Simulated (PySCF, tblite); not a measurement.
Isomers of C3F6O, one GFN2-xTB conformer each. Single-point energies are computed at PBE0/pcSseg-1 (PySCF, gas phase, no added dispersion term), electronic only.

```csv
SMILES,GFN2-xTB relative energy (kcal/mol)
O=C(C(F)(F)F)C(F)(F)F,5.8
O=C(F)C(F)(F)C(F)(F)F,0.0
```

Conformers: `[O:1]=[C:2]([F:3])[C:4]([F:5])([F:6])[C:7]([F:8])([F:9])[F:10]` with O1–C2–C4–F5 27°.

Q: What does PBE0/pcSseg-1 give for the same structures?

A: 
| SMILES | PBE0/pcSseg-1 E (Eh) | PBE0/pcSseg-1 (kcal/mol) | GFN2-xTB (kcal/mol) | point group |
| --- | --- | --- | --- | --- |
| O=C(F)C(F)(F)C(F)(F)F | -787.76867 | 0.0 | 0.0 | C1 |
| O=C(C(F)(F)F)C(F)(F)F | -787.76018 | 5.3 | 5.8 | C2 |

Both levels put the same isomer lowest. 

Q: Which frontier levels, dipoles and rotational constants go with these structures?

A: 
```json
{"SMILES": "O=C(F)C(F)(F)C(F)(F)F", "HOMO (eV, PBE0/pcSseg-1)": "-10.17", "LUMO (eV)": "-2.05", "dipole (D)": "0.74", "A, B, C (MHz)": "1855, 1151, 1117"}
{"SMILES": "O=C(C(F)(F)F)C(F)(F)F", "HOMO (eV, PBE0/pcSseg-1)": "-9.47", "LUMO (eV)": "-2.99", "dipole (D)": "0.36", "A, B, C (MHz)": "2173, 1048, 938.9"}
```

Q: What happens when harmonic zero-point energies from GFN2-xTB frequencies are added?

A: 
| SMILES | ZPE (kcal/mol) | electronic (kcal/mol) | with ZPE (kcal/mol) |
| --- | --- | --- | --- |
| O=C(F)C(F)(F)C(F)(F)F | 22.0 | 0.0 | 0.0 |
| O=C(C(F)(F)F)C(F)(F)F | 21.9 | 5.3 | 5.3 |

The zero-point energies span 0.1 kcal/mol. The order is unchanged.
